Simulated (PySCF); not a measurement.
C₆ coefficients of unlike pairs at UHF

Calculated with PySCF 2.14 from the dipole response of each species, C₆(A,B) = (3/π) ∫ α_A(iu) α_B(iu) du, in atomic units, from isotropic polarisabilities. For ions this is the dispersion term alone; charge-induced terms of lower order in 1/R come first.

```json
{"species": "Ti³⁺", "configuration": "[Ar] 3d1 (2D)", "basis": "aug-cc-pVTZ (8s7p5d3f2g)", "relativity": "none", "α (bohr³)": "2.180", "C₆ (like pair)": "5.566"}
{"species": "Be⁺", "configuration": "[He] 2s1 (2S)", "basis": "aug-cc-pCVTZ-DK (7s6p4d2f)", "relativity": "spin-free X2C", "α (bohr³)": "24.86", "C₆ (like pair)": "70.82"}
{"species": "Ar²⁺", "configuration": "[Ne] 3s2 3p4 (3P)", "basis": "aug-cc-pV(Q+d)Z with one added diffuse shell each of s, p, d, f, g type (8s7p6d4f3g)", "relativity": "none", "α (bohr³)": "4.798", "C₆ (like pair)": "16.82"}
{"species": "I²⁺", "configuration": "[Kr] 4d10 5s2 5p3 (4S)", "basis": "x2c-QZVPPall with one added diffuse shell each of s, p, d, f type (14s10p8d5f1g)", "relativity": "spin-free X2C", "α (bohr³)": "13.99", "C₆ (like pair)": "98.36"}
```

Question: Estimate C₆ for I²⁺ with Ar²⁺.

Answer: The integral gives 40.20. The combination rule 2 C_A C_B / (C_A α_B/α_A + C_B α_A/α_B) gives 39.98 and the geometric mean 40.68.

No spin-orbit coupling is included.

The other pairs:

```tsv
pair	C₆
I²⁺, Be⁺	65.90
Ar²⁺, Ti³⁺	9.393
I²⁺, Ti³⁺	21.86
Ar²⁺, Be⁺	24.38
Be⁺, Ti³⁺	11.78
```
